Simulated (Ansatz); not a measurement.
Ga₈N₈H₂₂, a nanocrystal cut from wurtzite GaN (hydrogen-capped), relaxed as a singlet with RKS r2SCAN-D4/def2-SVP in Ansatz, starting from the GFN2-xTB geometry. Force threshold 0.03 eV/Å.

Single mean-field runs in def2-SVP are fitted with def2-universal-jkfit.

Start:

| atom | x (Å) | y (Å) | z (Å) |
| --- | --- | --- | --- |
| Ga1 | -0.952 | -0.072 | 3.496 |
| N2 | 1.083 | -0.072 | 3.354 |
| N3 | -1.619 | -0.266 | 1.644 |
| Ga4 | -1.017 | 1.286 | 0.624 |
| Ga5 | 1.771 | -0.275 | 1.483 |
| N6 | 0.954 | 1.208 | 0.518 |
| N7 | -1.722 | 1.020 | -1.177 |
| Ga8 | -1.165 | 2.562 | -2.282 |
| Ga9 | 1.671 | 0.991 | -1.282 |
| N10 | 0.874 | 2.516 | -2.308 |
| Ga11 | -0.963 | -1.973 | 1.005 |
| N12 | 0.976 | -1.914 | 0.842 |
| N13 | -1.665 | -2.074 | -0.886 |
| Ga14 | -1.074 | -0.562 | -2.087 |
| Ga15 | 1.645 | -2.109 | -1.023 |
| N16 | 0.873 | -0.589 | -2.053 |
| H17 | -1.333 | 1.337 | 4.012 |
| H18 | -1.299 | -1.384 | 4.256 |
| H19 | 1.447 | 0.788 | 3.778 |
| H20 | 1.446 | -0.830 | 3.942 |
| H21 | -2.646 | -0.285 | 1.684 |
| H22 | -1.396 | 2.641 | 1.254 |
| H23 | 3.307 | -0.225 | 1.481 |
| H24 | 1.316 | 2.089 | 0.907 |
| H25 | -2.749 | 1.009 | -1.155 |
| H26 | -1.541 | 3.865 | -1.535 |
| H27 | -1.593 | 2.266 | -3.748 |
| H28 | 3.205 | 1.066 | -1.336 |
| H29 | 1.233 | 3.410 | -1.957 |
| H30 | 1.180 | 2.473 | -3.287 |
| H31 | -1.435 | -3.209 | 1.789 |
| H32 | 1.366 | -2.709 | 1.366 |
| H33 | -2.685 | -2.189 | -0.904 |
| H34 | -1.278 | -2.935 | -1.293 |
| H35 | -1.622 | -0.793 | -3.506 |
| H36 | 3.192 | -1.939 | -0.999 |
| H37 | 1.007 | -3.421 | -1.599 |
| H38 | 1.210 | -0.705 | -3.018 |

```csv
step,energy (eV),largest force component (eV/Å),SCF passes
1,-431247.0968,0.854,19
2,-431247.4605,0.302,20
3,-431247.5103,0.088,20
4,-431247.5186,0.046,19
5,-431247.5201,0.015,20
```

Force components are those of the run's own axes.

End:

```xyz
38

Ga   -1.0036   -0.0900    3.5891
N     1.0127   -0.0410    3.3743
N    -1.5096   -0.2742    1.6661
Ga   -0.9595    1.3036    0.6298
Ga    1.8009   -0.2841    1.5557
N     1.0069    1.1567    0.4915
N    -1.6146    1.0359   -1.2046
Ga   -1.2207    2.6212   -2.3533
Ga    1.6951    1.0380   -1.3391
N     0.8054    2.5493   -2.2941
Ga   -0.9471   -2.0166    1.0055
N     0.9892   -1.8855    0.8108
N    -1.6159   -2.0593   -0.8809
Ga   -1.0613   -0.5894   -2.1218
Ga    1.6284   -2.2076   -1.0676
N     0.8861   -0.5961   -2.0126
H    -1.4336    1.3193    4.1272
H    -1.3140   -1.4365    4.3379
H     1.3588    0.8437    3.7574
H     1.4137   -0.7517    3.9930
H    -2.5366   -0.2624    1.6831
H    -1.4075    2.6609    1.2653
H     3.3619   -0.2669    1.6543
H     1.3829    2.0306    0.8769
H    -2.6400    1.0282   -1.1445
H    -1.6469    3.9393   -1.6177
H    -1.6093    2.2927   -3.8404
H     3.2471    1.1669   -1.4852
H     1.1502    3.4272   -1.8948
H     1.1502    2.5643   -3.2583
H    -1.4618   -3.2739    1.7795
H     1.3861   -2.6851    1.3182
H    -2.6371   -2.1354   -0.8784
H    -1.2921   -2.9410   -1.2951
H    -1.6563   -0.8444   -3.5451
H     3.1968   -2.1312   -1.0899
H     0.8657   -3.4794   -1.6206
H     1.2294   -0.7261   -2.9715
```

By distances, no bond broke or formed. The bond that changes most is Ga5–H23, from 1.54 to 1.56 Å (atoms count from 1).

No frequencies were taken in this run, so the end may be a saddle point.

Run time 22 s (2 threads of AMD EPYC 7R13 on a shared host and a share (18 GiB) of an NVIDIA H100 80GB HBM3).
